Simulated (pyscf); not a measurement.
**`[OH][SiH]([Cl])[Cl]`, singlet**

Gas-phase minimum from PySCF at ωB97X-D3(BJ)/def2-SVP, one conformer. 

```
Si
O 1 1.6416
H 2 0.9635 1 118.88
H 1 1.4691 2 107.84 3 -179.96
Cl 1 2.0521 4 110.25 2 -121.10
Cl 1 2.0522 4 110.26 2 121.09
```
Charge 0, spin multiplicity 1.

Properties at ωB97X-D3(BJ)/def2-SVP:

```json
{
 "harmonic_wavenumbers_unscaled": "174, 187, 298, 310, 536, 609, 774, 827, 875, 957, 2375, 3929 cm⁻¹",
 "zero_point_energy": "16.9 kcal/mol",
 "rotational_symmetry_number": "1",
 "Entropy of this conformer at 298 K and 1 atm, rigid rotor and harmonic oscillator, modes under 100 cm⁻¹ raised to 100": "320.1 J/(mol K)",
 "dipole_moment": "1.10 D"
}
```

Single-point totals, which compare only within one level (frozen core for MP2 and CC):

```json
[
 {"level": "ωB97X-D3(BJ)/def2-TZVP", "total energy (hartree)": "-1286.59971"},
 {"level": "PBE/def2-TZVP", "total energy (hartree)": "-1285.94283"},
 {"level": "r²SCAN/def2-TZVP", "total energy (hartree)": "-1286.42990"},
 {"level": "B3LYP-D3(BJ)/def2-TZVP", "total energy (hartree)": "-1286.60967"},
 {"level": "PBE0-D3(BJ)/def2-TZVP", "total energy (hartree)": "-1286.05123"},
 {"level": "M06-2X/def2-TZVP", "total energy (hartree)": "-1286.47453"},
 {"level": "ωB97M-D3(BJ)/def2-TZVP", "total energy (hartree)": "-1286.71188"},
 {"level": "HF/def2-TZVPP", "total energy (hartree)": "-1284.19823"},
 {"level": "MP2/def2-TZVPP", "total energy (hartree)": "-1284.93328"},
 {"level": "CCSD/def2-TZVPP", "total energy (hartree)": "-1284.97339"},
 {"level": "CCSD(T)/def2-TZVPP", "total energy (hartree)": "-1285.00431"}
]
```

Soft torsions are taken as harmonic, which can shift the entropy by several J/(mol K). The CCSD(T) − MP2 part came from Ansatz, without density fitting, on the same reference.
